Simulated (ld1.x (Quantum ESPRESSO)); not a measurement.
**Varying the TM potential for selenium (Se)**

Base potential:

ld1.x (Quantum ESPRESSO) 7.5 input, shortened:

```
&input
   title='Se', zed=34., rel=1, dft='PW91', iswitch=3,
   config='[Ar] 3d10 4s2 4p4'
 /
 &inputp
   pseudotype=2, tm=.true., lloc=0,
   nlcc=.true., new_core_ps=.true.
 /
2
4P  2  1   4.00   0.00  2.00  2.00  0.0
4S  1  0   2.00   0.00  1.15  1.15  0.0
 &test
   configts(1)='4s2 4p4'
 /
```

All-electron outer shells of the reference configuration (PW91, scalar-relativistic, ld1.x):

```
shell  level (eV)  outermost node (bohr)  outermost maximum (bohr)
   3p     -153.04                   0.21                      0.50
   3d      -53.22                      –                      0.45
   4s      -17.36                   0.70                      1.51
   4p       -6.56                   0.74                      1.80
```

Cutoffs, loose and tight: the cutoffs (Ry, on a coarse ladder) from which the occupation-weighted sum of valence levels, in a spherical-Bessel basis at the reference potential, stays within 10 and 1 mRy of its value at 400 Ry. They do not see the model core or the augmentation charge, which bear on the density cutoff. Test errors are all-electron minus pseudo excitation energies from the reference, over the configurations 4s2 4p3; 4s2 4p2; 4s2 4p1; 4s0 4p6; 4s1 4p4; 4s2 4p0; 4s2 4p3.5. A dash means not determined; rows that change the core or the reference have their own tests.

A true bound ghost makes a file unfit for plane-wave use even where its test errors are small: the radial tests pick states by their node count and pass the ghost by.

| change | outcome | cutoff, loose | cutoff, tight | bound ghosts | largest test error (meV) |
| --- | --- | --- | --- | --- | --- |
| base | generated | 90 Ry | 180 Ry | p | -122 |
| wave 4p (bound): rc 2.00 bohr becomes 4p (bound): rc 1.32 bohr | generated | 100 Ry | 180 Ry | p | -114 |
| wave 4p (bound): rc 2.00 bohr becomes 4p (bound): rc 1.44 bohr | generated | 90 Ry | 180 Ry | p | -104 |
| wave 4p (bound): rc 2.00 bohr becomes 4p (bound): rc 1.70 bohr | generated | 90 Ry | 180 Ry | p | -95 |
| wave 4p (bound): rc 2.00 bohr becomes 4p (bound): rc 1.90 bohr | generated | 90 Ry | 180 Ry | p | -106 |
| wave 4p (bound): rc 2.00 bohr becomes 4p (bound): rc 2.02 bohr | generated | 90 Ry | 180 Ry | p | -122 |
| wave 4p (bound): rc 2.00 bohr becomes 4p (bound): rc 2.24 bohr | generated | 90 Ry | 180 Ry | p | -176 |
| wave 4p (bound): rc 2.00 bohr becomes 4p (bound): rc 2.48 bohr | generated | 90 Ry | 180 Ry | p | -262 |
| wave 4p (bound): rc 2.00 bohr becomes 4p (bound): rc 2.62 bohr | generated | 90 Ry | 180 Ry | p | -338 |
| wave 4p (bound): rc 2.00 bohr becomes 4p (bound): rc 2.84 bohr | generated | 90 Ry | 180 Ry | p | -408 |
| wave 4p (bound): rc 2.00 bohr becomes 4p (bound): rc 3.02 bohr | generated | 90 Ry | 180 Ry | p | -439 |

Reading the sweep of the p radius (base included, trends over the rows without a ghost): Bound ghosts are found at 1.32, 1.44, 1.7, 1.9, 2, 2.02, 2.24, 2.48, 2.62, 2.84, 3.02 bohr. Every judged row has one, so this setting neither creates nor removes them.
